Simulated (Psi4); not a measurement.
Pair of molecules, SMILES N with SMILES CC#N (the first has 4 atoms); geometry from B3LYP-D3(BJ)/def2-TZVP.
(charge 0, multiplicity 1):
```xyz
10

N     -0.053     0.004     0.171
H      0.650     0.307    -0.494
H      0.370    -0.714     0.749
H     -0.795    -0.438    -0.360
C     -0.398     1.241     3.277
C      0.278    -0.037     3.419
N      0.811    -1.053     3.496
H     -1.343     1.231     3.820
H      0.226     2.044     3.670
H     -0.586     1.407     2.214
```

The numbers are results of SAPT0/jun-cc-pV(D+d)Z (Psi4), not measurements.

Which attractive term is largest, and how does the interaction split up?

electrostatics -268.7, exchange 213.1, induction -47.4, dispersion -75.7, total -178.7 meV; the largest attraction is electrostatics.
